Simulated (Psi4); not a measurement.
sulfuric acid (H2O4S), singlet, geometry from GFN2-xTB; MP2/6-31G* in Psi4.

Input for Psi4:
```
memory 2 GB

molecule {
0 1
  O    -0.55270887    1.35278782    0.31094223
  S    -0.08041867   -0.12569137   -0.01074187
  O    -0.62676941   -0.48852650   -1.26558736
  O    -0.27441856   -0.91999660    1.14521182
  O     1.47921766    0.09531076   -0.18718448
  H    -0.79115034    1.75123860   -0.52439176
  H     1.87528245   -0.05678066    0.66920393
}

set basis 6-31g*
set freeze_core true
set mp2_type conv
set scf_type pk
set puream true
set d_convergence 1e-8

energy('mp2')
print_variables()
```

Problem. Predict the main parts of the log of this Psi4 run.

Solution. 
```
   => Loading Basis Set <=

    Name: 6-31G*
    Role: ORBITAL
    Keyword: BASIS

         ---------------------------------------------------------
                                   SCF
               by Justin Turney, Rob Parrish, Andy Simmonett
                          and Daniel G. A. Smith
                              RHF Reference
         ---------------------------------------------------------

  ==> Geometry <==

    Molecular point group: c1
    Full point group: C1

    Geometry (in Angstrom), charge = 0, multiplicity = 1:

       Center              X                  Y                   Z               Mass
    ------------   -----------------  -----------------  -----------------  -----------------
         O           -0.541750818336     1.369914846168     0.312405945193    15.994914619570
         S           -0.069460618336    -0.108564343832    -0.009278154807    31.972071174400
         O           -0.615811358336    -0.471399473832    -1.264123644807    15.994914619570
         O           -0.263460508336    -0.902869573832     1.146675535193    15.994914619570
         O            1.490175711664     0.112437786168    -0.185720764807    15.994914619570
         H           -0.780192288336     1.768365626168    -0.522928044807     1.007825032230
         H            1.886240501664    -0.039653633832     0.670667645193     1.007825032230

  Running in c1 symmetry.

  Rotational constants: A =      0.17374  B =      0.16437  C =      0.16295 [cm^-1]
  Rotational constants: A =   5208.57354  B =   4927.63311  C =   4885.14539 [MHz]
  Nuclear repulsion =  290.840592144962670

  Charge       = 0
  Multiplicity = 1
  Electrons    = 50
  Nalpha       = 25
  Nbeta        = 25

  ==> Algorithm <==

  SCF Algorithm Type is PK.
  DIIS enabled.
  MOM disabled.
  Fractional occupation disabled.
  Guess Type is SAD.
  Energy threshold   = 1.00e-08
  Density threshold  = 1.00e-08
  Integral threshold = 1.00e-12

  ==> Primary Basis <==

  Basis Set: 6-31G*
    Blend: 6-31G*
    Number of shells: 36
    Number of basis functions: 78
    Number of Cartesian functions: 83
    Spherical Harmonics?: true
    Max angular momentum: 2

  ==> Integral Setup <==

  Using in-core PK algorithm.
   Calculation information:
      Number of atoms:                   7
      Number of AO shells:              36
      Number of primitives:             95
      Number of atomic orbitals:        83
      Number of basis functions:        78

[...]
  @RHF Final Energy:  -698.03293473723636
    Total Energy =                       -698.0329347372363600
  DIE_IF_NOT_CONVERGED          => (empty)
[...]
  WRITER_FILE_LABEL             => (empty)
  ZORA_BASIS_TOLERANCE          => (empty)
  ZORA_NR_DEBUG                 => (empty)
  ZORA_PRUNING_SCHEME           => (empty)
  ZORA_RADIAL_POINTS            => (empty)
  ZORA_SPHERICAL_POINTS         => (empty)

 ==============================================================================
 ==============================================================================
 ==============================================================================

                             MP2
                    Program Written by Ugur Bozkaya,
              Additional Contributions by J. P. Misiewicz

 ==============================================================================
 ==============================================================================
 ==============================================================================

	MO spaces per irreps...

	IRREP   FC    OCC   VIR  FV
	==============================
	   A     9    16    53    0
	==============================

	Cost of iabc is     24 MB
	Cost of abcd is     56 MB
	Switching to the incore algorithm for iabc..
	Switching to the incore algorithm for abcd..

	Computing MP2 energy using SCF MOs (Canonical MP2)...
	==============================================================================
	Nuclear Repulsion Energy (a.u.)    :   290.84059214496267
	SCF Energy (a.u.)                  :  -698.03293473723636
	REF Energy (a.u.)                  :  -698.03293473723636
	Alpha-Alpha Contribution (a.u.)    :    -0.11902783104324
	Alpha-Beta Contribution (a.u.)     :    -0.60689119341806
	Beta-Beta Contribution (a.u.)      :    -0.11902783104324
	Scaled_SS Correlation Energy (a.u.):    -0.07935188736216
	Scaled_OS Correlation Energy (a.u.):    -0.72826943210167
	SCS-MP2 Total Energy (a.u.)        :  -698.84055605670028
	SOS-MP2 Total Energy (a.u.)        :  -698.82189328867980
	SCSN-MP2 Total Energy (a.u.)       :  -698.45191270250859
	SCS-MP2-VDW Total Energy (a.u.)    :  -698.92878329585471
	SOS-PI-MP2 Total Energy (a.u.)     :  -698.88258240802168
	MP2 Correlation Energy (a.u.)      :    -0.84494685550454
	MP2 Total Energy (a.u.)            :  -698.87788159274089
	==============================================================================

  Variable Map:
  ----------------------------------------------------------------------------
[...]
  Array Variable Map:
  ----------------------------------------------------------------------------
[...]
[...]
```
